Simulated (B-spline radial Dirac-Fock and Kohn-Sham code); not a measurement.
Z = 35 (bromine), transition energy 1280 keV. Calculated with a B-spline atomic structure program, using a Dirac-Hartree-Slater potential of the neutral atom with a Latter tail (no hole, which puts coefficients of high multipoles low close above an edge), finite nucleus with surface currents. Subshells that would emit electrons below 1 keV are left out, and so is internal pair formation.

Question: A pure transition shows α(K) = 0.000447, L1/L2 = 33.8 and L1/L3 = 57.7. What is its multipolarity?
A. M1
B. M4
C. E2
D. E4
E. E3
F. M3
G. M2
H. E1

Answer: E. For comparison, α(K), L1/L2, L1/L3 are E1 0.000112, 143, 62.7; E2 0.000236, 66.5, 64.6; E4 0.000814, 19.8, 47.0; M1 0.000228, 96.7, 136; M2 0.000480, 59.9, 164; M3 0.000912, 40.9, 117; M4 0.00167, 29.8, 67.2.
